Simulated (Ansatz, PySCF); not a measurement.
Reaction (SMILES): [SiH4] (SiH4) → [SiH3-] + H+
Structures are relaxed separately at B3LYP-D3(BJ)/def2-TZVP in Ansatz (a first-principles code).

Quantity: gas-phase deprotonation energy (enthalpy at 298 K, with B3LYP-D3(BJ) rigid-rotor harmonic-oscillator terms from PySCF), in eV. Valence correlation only, unless marked. No spin-orbit coupling. No relativistic terms. Anions need diffuse functions: def2-D sets add few; the other sets have none. CBS(X,Y): correlation extrapolated as X^-3; Hartree-Fock from the larger set.

| level | program | gas-phase deprotonation energy (eV) |
|---|---|---|
| HF/cc-pV(D+d)Z | Ansatz | 16.64 |
| HF/def2-SVP | Ansatz | 16.63 |
| BLYP-D4/def2-TZVPD | Ansatz + dftd4 | 16.02 |
| BLYP/def2-TZVPD | Ansatz | 16.11 |

Q: Estimate the value at CCSD(T)/CBS(def2-TZVPPD,def2-QZVPPD) as computed with Ansatz.

A: 16.22 eV, so BLYP/def2-TZVPD differs from it by -0.11 eV.
